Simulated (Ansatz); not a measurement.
Program: Ansatz. Geometries: PBE0-D4/def2-TZVP. ΔE: electronic, gas phase. CCSD(T)/CBS is the MP2 limit (def2-TZVPP, def2-QZVPP) plus CCSD(T) − MP2 in def2-TZVPP, frozen cores. Functionals use def2-TZVPP. B3LYP here is the variant with VWN-RPA as its local correlation; programs differ in this. Elements past krypton have def2 core potentials. For In outer-core shells are correlated without core-valence functions, which leaves a few kJ/mol of doubt a bond. One conformer a species, not always the lowest.

Reaction (redistribution): `C[NH][InH][F]` + `CC(C)[NH][AlH][F]` → `CC(C)[NH][InH][F]` + `C[NH][AlH][F]`

`C[NH][InH][F]`:

Z-matrix (Å, degrees):
```
C
N 1 1.447
H 1 1.097 2 112.1
H 1 1.097 2 112.2 3 121.4
H 1 1.091 2 109.8 3 -119.3
In 2 1.984 1 125.2 3 119.9
H 2 1.006 1 113.9 3 -60.7
F 6 1.963 2 104.9 1 -0.4
H 6 1.685 2 137.6 1 179.8
```

`CC(C)[NH][AlH][F]`:

```xyz
15

C    -0.514    1.165   -1.130
C    -0.058    0.407    0.109
C    -1.118    0.452    1.200
N     0.314   -0.961   -0.214
Al    1.895   -1.708   -0.029
F     2.064   -3.291   -0.468
H    -1.409    0.697   -1.554
H    -0.762    2.203   -0.892
H     0.263    1.160   -1.896
H     0.843    0.902    0.493
H    -0.771   -0.062    2.099
H    -2.034   -0.043    0.861
H    -1.373    1.481    1.465
H    -0.470   -1.486   -0.579
H     3.129   -0.916    0.536
```

`CC(C)[NH][InH][F]`:

Z-matrix (Å, degrees):
```
C
C 1 1.523
H 1 1.094 2 110.2
H 1 1.093 2 110.9 3 -119.4
H 1 1.094 2 111.3 3 120.5
C 2 1.515 1 110.9 3 -60.1
N 2 1.447 1 111.8 3 63.6
H 2 1.102 1 107.6 3 -177.2
H 6 1.094 2 111.2 1 -178.4
H 6 1.091 2 111.1 1 -58.3
H 6 1.097 2 110.6 1 60.9
In 7 1.989 2 130.2 1 -111.0
H 7 1.010 2 113.4 1 55.0
F 12 1.965 7 103.6 2 171.3
H 12 1.685 7 140.1 2 -12.4
```

`C[NH][AlH][F]`:

Z-matrix (Å, degrees):
```
C
N 1 1.448
H 1 1.096 2 112.3
H 1 1.093 2 110.0 3 119.1
H 1 1.096 2 112.3 3 -121.7
Al 2 1.758 1 127.2 3 -119.0
H 2 1.009 1 112.3 3 61.0
F 6 1.652 2 117.9 1 -180.0
H 6 1.571 2 122.1 1 0.0
```

| level | ΔE (kcal/mol) | difference from CCSD(T)/CBS |
| --- | --- | --- |
| PBE-D4 | -0.6 | 0.5 |
| r2SCAN-D4 | -0.7 | 0.4 |
| PBE0-D4 | -0.6 | 0.5 |
| B3LYP-D4 | -0.5 | 0.6 |
| ωB97X-V | -0.4 | 0.7 |
| ωB97M-V | -0.6 | 0.5 |
| B2PLYP | -0.3 | 0.8 |
| PBE | -0.3 | 0.8 |
| r2SCAN | -0.7 | 0.4 |
| PBE0 | -0.3 | 0.8 |
| B3LYP | 0.0 | 1.1 |
| HF/def2-TZVPP | 0.3 | 1.4 |
| MP2/def2-TZVPP | -1.1 | 0.0 |
| SCS-MP2/def2-TZVPP | -0.8 | 0.3 |
| CCSD/def2-TZVPP | -0.7 | 0.4 |
| CCSD(T)/def2-TZVPP | -0.9 | 0.2 |
| HF/def2-QZVPP | 0.3 | 1.4 |
| MP2/def2-QZVPP | -1.2 | -0.1 |
| SCS-MP2/def2-QZVPP | -0.9 | 0.2 |
| HF/CBS(def2) | 0.3 | 1.4 |
| MP2/CBS(def2) | -1.3 | -0.2 |
| CCSD/CBS(def2) | -0.9 | 0.2 |
| CCSD(T)/CBS | -1.1 | 0 |

Largest T1 diagnostic among the species: 0.016.

In def2-TZVPP, CCSD(T) changes the Hartree–Fock value by −1.2 kcal/mol (the triples alone add −0.2 kcal/mol) and MP2 by −1.4 kcal/mol.
